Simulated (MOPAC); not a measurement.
MOPAC input (PM7):

```
PM7 PRECISE GNORM=0.05 LET XYZ UHF MS=0.5 GEO-OK AUX(PRECISION=9) THREADS=1
CH5BNO2

C    -1.89994200 1    0.02663800 1   -0.25504500 1
N    -0.64289700 1   -0.67358100 1   -0.10449100 1
B     0.64382400 1   -0.02424200 1    0.07411100 1
O     1.37682000 1   -0.58785600 1    1.03155400 1
O     0.91757100 1    1.10413500 1   -0.66384400 1
H    -2.44707900 1    0.10340600 1    0.69066300 1
H    -1.70874200 1    1.02726300 1   -0.63546300 1
H    -2.53877400 1   -0.50250700 1   -0.96830400 1
H    -0.71213200 1   -1.61674000 1    0.25011700 1
H     1.73241000 1    1.53479000 1   -0.38754300 1
```

Output:

```
 *******************************************************************************
 **                                                                           **
 **                              MOPAC v23.2.5                                **
 **                                                                           **
 *******************************************************************************
 ** MOPAC's Digital Object Identifier: https://doi.org/10.5281/zenodo.6511958 **
 **                                                                           **
 ** Please cite the open-source release paper for use of this MOPAC version:  **
 ** J. E. Moussa and J. J. P. Stewart (2026)                                  **
 ** MOPAC: An open-source semiempirical molecular orbital program             **
 ** J. Open Source Softw., 11(119), 8025, https://doi.org/10.21105/joss.08025 **
 *******************************************************************************

                              PM7 CALCULATION RESULTS

 *******************************************************************************
 *  PM7        - The PM7 Hamiltonian to be used
 *  GEO-OK     - OVERRIDE INTERATOMIC DISTANCE AND OTHER SAFETY CHECKS
 *  UHF        - UNRESTRICTED HARTREE-FOCK CALCULATION
 *  MS=        - IN MECI, MAGNETIC COMPONENT OF SPIN =  0.5
 *  LET        - OVERRIDE SOME SAFETY CHECKS
 *  PRECISE    - TIGHTER CRITERIA TO BE USED
 *  XYZ        - CARTESIAN COORDINATE SYSTEM TO BE USED
 *  GNORM      - EXIT WHEN GRADIENT NORM DROPS BELOW 0.050
 *  AUX        - OUTPUT AUXILIARY INFORMATION
 *******************************************************************************
PM7 PRECISE GNORM=0.05 LET XYZ UHF MS=0.5 GEO-OK AUX(PRECISION=9) THREADS=1
 CH5BNO2

   ATOM   CHEMICAL          X               Y               Z
  NUMBER   SYMBOL      (ANGSTROMS)     (ANGSTROMS)     (ANGSTROMS)

     1       C         -1.89994200  *   0.02663800  *  -0.25504500  *
     2       N         -0.64289700  *  -0.67358100  *  -0.10449100  *
     3       B          0.64382400  *  -0.02424200  *   0.07411100  *
     4       O          1.37682000  *  -0.58785600  *   1.03155400  *
     5       O          0.91757100  *   1.10413500  *  -0.66384400  *
     6       H         -2.44707900  *   0.10340600  *   0.69066300  *
     7       H         -1.70874200  *   1.02726300  *  -0.63546300  *
     8       H         -2.53877400  *  -0.50250700  *  -0.96830400  *
     9       H         -0.71213200  *  -1.61674000  *   0.25011700  *
    10       H          1.73241000  *   1.53479000  *  -0.38754300  *

          CARTESIAN COORDINATES

    NO.       ATOM           X           Y           Z

     1         C         -1.8999      0.0266     -0.2550
     2         N         -0.6429     -0.6736     -0.1045
     3         B          0.6438     -0.0242      0.0741
     4         O          1.3768     -0.5879      1.0316
     5         O          0.9176      1.1041     -0.6638
     6         H         -2.4471      0.1034      0.6907
     7         H         -1.7087      1.0273     -0.6355
     8         H         -2.5388     -0.5025     -0.9683
     9         H         -0.7121     -1.6167      0.2501
    10         H          1.7324      1.5348     -0.3875

 General Reference for PM7:
 "Optimization of Parameters for Semiempirical Methods VI: More Modifications to the
 NDDO Approximations and Re-optimization of Parameters", J. J. P. Stewart, J. Mol. Mod., 1:32, 19 (2013)
 https://link.springer.com/article/10.1007/s00894-012-1667-x

           Empirical Formula: C H5 N O2 B  =    10 atoms

      MOLECULAR POINT GROUP   :   C1

          UHF CALCULATION, NO. OF ALPHA ELECTRONS =   15
                           NO. OF BETA  ELECTRONS =   14

          Geometry optimization using EF

          DIAGONAL MATRIX USED AS START HESSIAN

 CYCLE:     1  GRAD.:    78.920 HEAT: -113.4397
 CYCLE:     2  GRAD.:   271.103 HEAT: -101.2007
 CYCLE:     3  GRAD.:   152.558 HEAT: -106.6536
 CYCLE:     4  GRAD.:   144.189 HEAT: -110.3046
 CYCLE:     5  GRAD.:   165.004 HEAT: -110.5027
 CYCLE:     6  GRAD.:   195.683 HEAT: -105.2492
 CYCLE:     7  GRAD.:   120.202 HEAT: -111.3179
 CYCLE:     8  GRAD.:   169.231 HEAT: -110.2345
 CYCLE:     9  GRAD.:   129.148 HEAT: -111.7890
 CYCLE:    10  GRAD.:   125.785 HEAT: -112.1889
 CYCLE:    11  GRAD.:    58.455 HEAT: -116.8491
 CYCLE:    12  GRAD.:   128.010 HEAT: -112.7450
 CYCLE:    13  GRAD.:    32.744 HEAT: -118.3449
 CYCLE:    14  GRAD.:    51.495 HEAT: -117.4069
 CYCLE:    15  GRAD.:    17.863 HEAT: -118.8492
 CYCLE:    16  GRAD.:    37.903 HEAT: -118.3071
 CYCLE:    17  GRAD.:     7.821 HEAT: -119.1012
 CYCLE:    18  GRAD.:    22.796 HEAT: -118.9534
 CYCLE:    19  GRAD.:     4.297 HEAT: -119.2219
 CYCLE:    20  GRAD.:     3.736 HEAT: -119.3061
 CYCLE:    21  GRAD.:     8.933 HEAT: -119.4901
 CYCLE:    22  GRAD.:     3.460 HEAT: -119.5549
 CYCLE:    23  GRAD.:     1.973 HEAT: -119.5743
 CYCLE:    24  GRAD.:     3.462 HEAT: -119.5988
 CYCLE:    25  GRAD.:     5.308 HEAT: -119.6428
 CYCLE:    26  GRAD.:     5.142 HEAT: -119.6963
 CYCLE:    27  GRAD.:     3.336 HEAT: -119.7390
 CYCLE:    28  GRAD.:     6.018 HEAT: -119.8471
 CYCLE:    29  GRAD.:     9.016 HEAT: -119.9209
 CYCLE:    30  GRAD.:     6.576 HEAT: -119.9836
 CYCLE:    31  GRAD.:    15.202 HEAT: -119.9371
 CYCLE:    32  GRAD.:     4.335 HEAT: -120.0944
 CYCLE:    33  GRAD.:     3.468 HEAT: -120.1373
 CYCLE:    34  GRAD.:     6.707 HEAT: -120.2175
 CYCLE:    35  GRAD.:     9.667 HEAT: -120.2609
 CYCLE:    36  GRAD.:     5.645 HEAT: -120.3329
 CYCLE:    37  GRAD.:     3.070 HEAT: -120.3761
 CYCLE:    38  GRAD.:     4.345 HEAT: -120.4051
 CYCLE:    39  GRAD.:     3.267 HEAT: -120.4222
 CYCLE:    40  GRAD.:     6.167 HEAT: -120.4388
 CYCLE:    41  GRAD.:     4.164 HEAT: -120.4671
 CYCLE:    42  GRAD.:     4.428 HEAT: -120.5033
 CYCLE:    43  GRAD.:     3.692 HEAT: -120.5305
 CYCLE:    44  GRAD.:     5.714 HEAT: -120.5556
 CYCLE:    45  GRAD.:     3.724 HEAT: -120.5876
 CYCLE:    46  GRAD.:     2.875 HEAT: -120.6141
 CYCLE:    47  GRAD.:     3.346 HEAT: -120.6395
 CYCLE:    48  GRAD.:     3.401 HEAT: -120.6491
 CYCLE:    49  GRAD.:     3.588 HEAT: -120.6634
 CYCLE:    50  GRAD.:     1.236 HEAT: -120.6729
 CYCLE:    51  GRAD.:     1.171 HEAT: -120.6803
 CYCLE:    52  GRAD.:     1.357 HEAT: -120.6883
 CYCLE:    53  GRAD.:     0.998 HEAT: -120.6917
 CYCLE:    54  GRAD.:     0.427 HEAT: -120.6926
 CYCLE:    55  GRAD.:     0.425 HEAT: -120.6928
 CYCLE:    56  GRAD.:     0.320 HEAT: -120.6929
 CYCLE:    57  GRAD.:     0.294 HEAT: -120.6931
 CYCLE:    58  GRAD.:     0.306 HEAT: -120.6935
 CYCLE:    59  GRAD.:     0.536 HEAT: -120.6946
 CYCLE:    60  GRAD.:     0.427 HEAT: -120.6952
 CYCLE:    61  GRAD.:     0.226 HEAT: -120.6955
 CYCLE:    62  GRAD.:     0.147 HEAT: -120.6955
 CYCLE:    63  GRAD.:     0.061 HEAT: -120.6956
 CYCLE:    64  GRAD.:     0.027 HEAT: -120.6956

     GRADIENT =  0.02727 IS LESS THAN CUTOFF =  0.05000

 -------------------------------------------------------------------------------
 PM7 PRECISE GNORM=0.05 LET XYZ UHF MS=0.5 GEO-OK AUX(PRECISION=9) THREADS=1
 CH5BNO2

     GEOMETRY OPTIMISED USING EIGENVECTOR FOLLOWING (EF).
     SCF FIELD WAS ACHIEVED

                              PM7 CALCULATION
                                                       MOPAC v23.2.5 Linux

          FINAL HEAT OF FORMATION =       -120.69558 KCAL/MOL =    -504.99032 KJ/MOL

          COSMO AREA              =        108.37 SQUARE ANGSTROMS
          COSMO VOLUME            =         92.14 CUBIC ANGSTROMS

          GRADIENT NORM           =          0.02727          =       0.00862 PER ATOM
          IONIZATION POTENTIAL    =          9.768257 EV
          ALPHA SOMO LUMO (EV)    =         -9.938  1.009
          BETA  SOMO LUMO (EV)    =         -9.768 -1.697
          NO. OF ALPHA ELECTRONS  =         15
          NO. OF BETA  ELECTRONS  =         14
          MOLECULAR WEIGHT        =         73.8660         POINT GROUP:  Cs

          MOLECULAR DIMENSIONS (Angstroms)

            Atom       Atom       Distance
            H    10    H     8     4.74574
            O     4    H     6     3.28508
            H     6    H     7     1.68329

          SCF CALCULATIONS        =         65

   ATOM   CHEMICAL          X               Y               Z
  NUMBER   SYMBOL      (ANGSTROMS)     (ANGSTROMS)     (ANGSTROMS)

     1       C         -1.79348100  *   0.02530200  *  -0.47727458  *
     2       N         -0.71687066  *  -0.70192723  *   0.10228411  *
     3       B          0.70243365  *  -0.08487196  *   0.23665944  *
     4       O          1.62368865  *  -0.75550839  *   0.75073458  *
     5       O          0.60203526  *   1.24699536  *  -0.32096978  *
     6       H         -1.93824248  *   0.99698861  *   0.06437942  *
     7       H         -1.51651243  *   0.36752243  *  -1.50910778  *
     8       H         -2.75316287  *  -0.51290418  *  -0.51921947  *
     9       H         -0.89523929  *  -1.63613605  *   0.42778860  *
    10       H          1.41873261  *   1.73836056  *  -0.29762163  *

                             CARTESIAN COORDINATES

   1    C       -1.793481001     0.025302000    -0.477274578
   2    N       -0.716870659    -0.701927234     0.102284109
   3    B        0.702433653    -0.084871958     0.236659438
   4    O        1.623688649    -0.755508387     0.750734580
   5    O        0.602035258     1.246995356    -0.320969775
   6    H       -1.938242484     0.996988607     0.064379421
   7    H       -1.516512427     0.367522430    -1.509107780
   8    H       -2.753162871    -0.512904178    -0.519219471
   9    H       -0.895239292    -1.636136054     0.427788595
  10    H        1.418732615     1.738360560    -0.297621629

           Empirical Formula: C H5 N O2 B  =    10 atoms

      MOLECULAR POINT GROUP   :   Cs

          ALPHA EIGENVALUES
 -36.73243 -27.82607 -27.08379 -24.90975 -19.20723 -17.25400 -16.54659 -15.62786
 -14.11785 -13.48086 -13.01600 -11.71405 -11.58073 -10.39069  -9.93817   1.00872
   1.25836   3.16043   3.53980   4.08306   4.08815   4.90054   5.35481   6.03110
   7.10220

           BETA EIGENVALUES
 -34.82986 -27.74933 -26.69399 -24.47316 -18.83233 -16.84604 -15.56331 -15.36269
 -13.89427 -13.41188 -12.49025 -11.41593 -10.11043  -9.76826  -1.69662   1.57601
   1.87579   3.34371   3.79027   4.15265   4.27732   5.04433   5.65959   6.14425
   7.11298

              NET ATOMIC CHARGES AND DIPOLE CONTRIBUTIONS

  ATOM NO.   TYPE          CHARGE      No. of ELECS.   s-Pop       p-Pop
    1          C          -0.337600        4.3376     1.06341     3.27419
    2          N          -0.075823        5.0758     1.58414     3.49169
    3          B           0.367747        2.6323     0.61751     2.01474
    4          O          -0.477409        6.4774     1.83858     4.63883
    5          O          -0.677933        6.6779     1.79279     4.88514
    6          H           0.215287        0.7847     0.78471
    7          H           0.215229        0.7848     0.78477
    8          H           0.152176        0.8478     0.84782
    9          H           0.270578        0.7294     0.72942
   10          H           0.347748        0.6523     0.65225
 DIPOLE           X         Y         Z       TOTAL
 POINT-CHG.    -5.652    -0.450    -1.336     5.825
 HYBRID        -0.222    -0.090    -0.023     0.240
 SUM           -5.873    -0.541    -1.359     6.053

          ATOMIC ORBITAL ELECTRON POPULATIONS

     Atom    s        px        py        pz
    1  C   1.06341   1.00100   1.11247   1.16073
    2  N   1.58414   1.22467   1.17135   1.09567
    3  B   0.61751   0.65190   0.67711   0.68574
    4  O   1.83858   1.58621   1.63301   1.41961
    5  O   1.79279   1.52994   1.51820   1.83700
    6  H   0.78471
    7  H   0.78477
    8  H   0.84782
    9  H   0.72942
   10  H   0.65225

                    (SZ)    =    0.500000
                    (S**2)  =    0.767288

          ATOMIC ORBITAL SPIN POPULATIONS

    Atom   Total    s     px     py     pz
         Atomic
    1  C -0.0482 -0.008 -0.021 -0.019 -0.000
    2  N  0.9887  0.041  0.093  0.150  0.705
    3  B -0.1027 -0.012 -0.024 -0.010 -0.056
    4  O  0.1276  0.004  0.001  0.011  0.111
    5  O -0.0144 -0.001 -0.001 -0.003 -0.009
    6  H  0.0442  0.044
    7  H  0.0443  0.044
    8  H  0.0016  0.002
    9  H -0.0400 -0.040
   10  H -0.0011 -0.001

 **********************
 *                    *
 * JOB ENDED NORMALLY *
 *                    *
 **********************

 == MOPAC DONE ==
```

The geometry given is a B3LYP-D3(BJ)/def2-TZVP minimum.
